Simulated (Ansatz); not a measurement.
Reaction (formal exchange of groups at the Al–S bond): `[CH3][Al]([CH3])[S]B(O)O` + BH₃ → `[BH2][Al]([CH3])[CH3]` + `OB(O)S`

Isolated molecules relaxed with PBE0-D4/def2-TZVP in Ansatz; ΔE leaves out vibrations. CCSD(T)/CBS is the MP2 limit (def2-TZVPP, def2-QZVPP) plus CCSD(T) − MP2 in def2-TZVPP, frozen cores. This one scheme is used for every species. Functionals use def2-TZVPP. B3LYP here is the variant with VWN-RPA as its local correlation; programs differ in this. One conformer a species, not always the lowest.

| level | ΔE (kJ/mol) | difference from CCSD(T)/CBS |
| --- | --- | --- |
| PBE-D4 | 142.6 | -10.0 |
| r2SCAN-D4 | 153.8 | 1.2 |
| PBE0-D4 | 147.2 | -5.4 |
| B3LYP-D4 | 150.0 | -2.6 |
| ωB97X-V | 148.1 | -4.5 |
| ωB97M-V | 152.6 | 0.0 |
| B2PLYP | 149.7 | -2.9 |
| PBE | 136.1 | -16.5 |
| r2SCAN | 151.9 | -0.7 |
| PBE0 | 141.4 | -11.2 |
| B3LYP | 139.8 | -12.8 |
| HF/def2-TZVPP | 146.0 | -6.6 |
| MP2/def2-TZVPP | 164.4 | 11.8 |
| SCS-MP2/def2-TZVPP | 157.2 | 4.6 |
| CCSD/def2-TZVPP | 146.8 | -5.8 |
| CCSD(T)/def2-TZVPP | 150.4 | -2.2 |
| HF/def2-QZVPP | 145.6 | -7.0 |
| MP2/def2-QZVPP | 165.6 | 13.0 |
| SCS-MP2/def2-QZVPP | 158.5 | 5.9 |
| HF/CBS(def2) | 145.6 | -7.0 |
| MP2/CBS(def2) | 166.7 | 14.1 |
| CCSD/CBS(def2) | 149.0 | -3.6 |
| CCSD(T)/CBS | 152.6 | 0 |

Largest T1 diagnostic among the species: 0.012.

The D4 term adds +10.2 kJ/mol with B3LYP and +5.9 kJ/mol with PBE0; it sums over pairs of atoms, weighted by their polarisabilities, and B3LYP, whose exchange is more repulsive, gets the larger term. In def2-TZVPP, CCSD(T) changes the Hartree–Fock value by +4.4 kJ/mol (the triples alone add +3.6 kJ/mol) and MP2 by +18.5 kJ/mol.
